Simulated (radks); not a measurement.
Question: The iron ion Fe12+ is in [Ne] 3s2 3p(1/2: 2, 3/2: 0). All-electron calculation, Dirac Kohn-Sham, BLYP, spin-unpolarised, spherical densities, finite nucleus; Fermi nuclear charge, rms radius of each element as measured or else 0.836 A^(1/3) + 0.57 fm. Program: a radial shooting solver on a logarithmic mesh with Libxc functionals. Sub-shells are occupied by j as written (lower j first in brackets). One electron is removed from 2p1/2, 3s1/2, 3p1/2, 2p3/2 in turn, with full relaxation. Which removal costs least, and what does each cost?

Answer: 3p1/2 359.00 eV; 3s1/2 392.96 eV; 2p3/2 1082.0 eV; 2p1/2 1095.3 eV. The 3p1/2 electron leaves first.
